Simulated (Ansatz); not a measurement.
Basis-set series for AsGaH6O3, SMILES `[OH][Ga-]([OH])([OH])[AsH3+]`. Charge 0, multiplicity 1. The geometry is a stationary point of PBE0-D4/def2-TZVP. It is one conformer, not always the lowest.

Cartesian coordinates in Å:
```
O -1.3019 0.3109 -1.6981
Ga -0.3092 0.8984 -0.3199
O 1.3157 1.5546 -0.7037
O -1.0349 1.4463 1.2356
As 0.7292 -1.5138 0.3351
H -2.2437 0.2990 -1.5210
H 1.6022 2.1959 -0.0500
H -1.9839 1.3294 1.2981
H 1.7759 -1.6059 1.4175
H 1.5240 -2.1931 -0.7505
H -0.0735 -2.7219 0.7568
```

```json
{"functional": "PBE0-D4", "basis": "def2-SVP", "functions": "136", "energy (Eh)": "-4388.62275", "HOMO (eV)": "-7.73", "LUMO (eV)": "0.06"}
{"functional": "PBE0-D4", "basis": "def2-QZVPP", "functions": "529", "energy (Eh)": "-4389.54696", "HOMO (eV)": "-8.04", "LUMO (eV)": "-0.61"}
{"functional": "ωB97M-V", "basis": "def2-SVP", "functions": "136", "energy (Eh)": "-4389.07235", "HOMO (eV)": "-10.00", "LUMO (eV)": "1.83"}
{"functional": "ωB97M-V", "basis": "def2-QZVPP", "functions": "529", "energy (Eh)": "-4389.99873", "HOMO (eV)": "-10.30", "LUMO (eV)": "0.80"}
```

(1) Give the rows for def2-TZVPP. (Estimate.)

Results:

(1) Computed: 
```
functional       basis  functions  energy (Eh)  HOMO (eV)  LUMO (eV)
   PBE0-D4  def2-TZVPP        273  -4389.44038      -7.97      -0.34
   ωB97M-V  def2-TZVPP        273  -4389.89530     -10.23       1.28
```

Positive LUMOs are unbound and depend on the basis. Scalar relativity is left out up to krypton.
